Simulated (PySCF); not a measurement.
InF, SMILES [F][In] (connectivity only; charge and spin as stated), neutral, multiplicity 1.

The structure is a stationary point at r2SCAN-D4/def2-TZVP. The def2 effective core potentials stand for the cores of In; spin–orbit coupling is left out.

Two levels are set side by side: PBE/def2-TZVPD (PySCF) and r2SCAN/def2-TZVPD (PySCF). Same geometry, gas phase. Differences are taken from unrounded values.

```json
[
 {"quantity": "orbital gap (eV)", "r2SCAN": "4.75", "PBE": "4.27", "PBE minus r2SCAN": "-0.48"},
 {"quantity": "highest occupied level (eV)", "r2SCAN": "-6.79", "PBE": "-6.53", "PBE minus r2SCAN": "0.26"},
 {"quantity": "lowest empty level (eV)", "r2SCAN": "-2.04", "PBE": "-2.26", "PBE minus r2SCAN": "-0.22"},
 {"quantity": "dipole moment (D)", "r2SCAN": "3.12", "PBE": "3.16", "PBE minus r2SCAN": "0.04"},
 {"quantity": "mean polarisability (bohr³)", "r2SCAN": "41.0", "PBE": "41.7", "PBE minus r2SCAN": "0.7"}
]
```

Rough cost on one machine, each run with all the roots and properties that it gave: r2SCAN against PBE about 3 times.
